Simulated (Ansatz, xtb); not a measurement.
## Two isomers of ClFH6Si3

Structure I: `F[Si@@H](Cl)[SiH2][SiH3]`, a singlet. Structure II: `F[Si@@H]([SiH3])[SiH2]Cl`, a singlet. Both are isolated molecules in the gas phase, relaxed with r2SCAN-D4/def2-SVP, each in the lowest conformer that the search found.

I (Å):

```json
{"atom": "Cl", "x (Å)": "1.2963", "y (Å)": "1.9119", "z (Å)": "-1.5883"}
{"atom": "F", "x (Å)": "-0.7079", "y (Å)": "0.6778", "z (Å)": "0.2643"}
{"atom": "Si", "x (Å)": "-0.3792", "y (Å)": "0.7212", "z (Å)": "-1.3278"}
{"atom": "Si", "x (Å)": "0.2052", "y (Å)": "-1.4309", "z (Å)": "-2.0228"}
{"atom": "Si", "x (Å)": "2.2246", "y (Å)": "-1.9715", "z (Å)": "-0.9544"}
{"atom": "H", "x (Å)": "-1.5242", "y (Å)": "1.3930", "z (Å)": "-1.9978"}
{"atom": "H", "x (Å)": "-0.8833", "y (Å)": "-2.3936", "z (Å)": "-1.6647"}
{"atom": "H", "x (Å)": "0.3756", "y (Å)": "-1.4182", "z (Å)": "-3.5097"}
{"atom": "H", "x (Å)": "3.3114", "y (Å)": "-1.0988", "z (Å)": "-1.4882"}
{"atom": "H", "x (Å)": "2.5746", "y (Å)": "-3.4038", "z (Å)": "-1.1966"}
{"atom": "H", "x (Å)": "2.0764", "y (Å)": "-1.7412", "z (Å)": "0.5138"}
```

II (Å):

```yaml
atoms:
  - { symbol: Cl, position_ang: [-1.2597, 0.9407, 0.2617] }
  - { symbol: F, position_ang: [0.6947, -2.3378, 3.3178] }
  - { symbol: Si, position_ang: [0.6620, -1.0232, 2.3374] }
  - { symbol: Si, position_ang: [1.8578, -1.4622, 0.3621] }
  - { symbol: Si, position_ang: [-1.5476, -0.4813, 1.7684] }
  - { symbol: H, position_ang: [1.2726, 0.1224, 3.0800] }
  - { symbol: H, position_ang: [1.0655, -2.3714, -0.5198] }
  - { symbol: H, position_ang: [3.1606, -2.1143, 0.6947] }
  - { symbol: H, position_ang: [2.1141, -0.1756, -0.3504] }
  - { symbol: H, position_ang: [-2.2907, -1.6395, 1.1932] }
  - { symbol: H, position_ang: [-2.3639, 0.1341, 2.8540] }
```

Problem. Which of the two would you expect CCSD(T)/def2-SVP + ΔMP2/def2-TZVPP electronic energies to favour?

Solution. Structure I; the calculation gives E(II) − E(I) = +0.284 eV.

How the difference moves with the method:

```
                             level            geometry  E(II) − E(I) (eV)  departure from the last row (eV)  job, with rough time for the two
                r2SCAN-D4/def2-SVP  r2SCAN-D4/def2-SVP              +0.318                            +0.034             optimisation, 3.1 min
                       HF/def2-SVP  r2SCAN-D4/def2-SVP              +0.249                            −0.035           part of the CCSD(T) run
                      MP2/def2-SVP  r2SCAN-D4/def2-SVP              +0.329                            +0.046           part of the CCSD(T) run
                  CCSD(T)/def2-SVP  r2SCAN-D4/def2-SVP              +0.314                            +0.031                      single point
CCSD(T)/def2-SVP + ΔMP2/def2-TZVPP  r2SCAN-D4/def2-SVP              +0.284                                                  single point, 77 s
```

As drawn, both hold the same kinds of bond in the same numbers.

The levels shown agree on the order. The largest departure from CCSD(T)/def2-SVP + ΔMP2/def2-TZVPP is that of MP2/def2-SVP, 0.046 eV. Levels run at GFN2-xTB geometries aren't shown. The last row adds to CCSD(T) the change of the MP2 difference between the two basis sets, here −0.031 eV.

With thermal terms from frequencies at re-optimised GFN2-xTB minima (ideal gas, soft modes damped towards free rotors, one conformer each, 298.15 K, 1 atm): the zero-point term adds −0.002 eV; ΔH is +0.282 and ΔG +0.276 eV.

The correlated steps freeze 21 core orbitals. Run with Ansatz 0.2.0, xtb 6.7.1; the last row on 2 threads of Intel(R) Xeon(R) Processor @ 2.50GHz (Skylake/Cascade Lake) on a shared host.
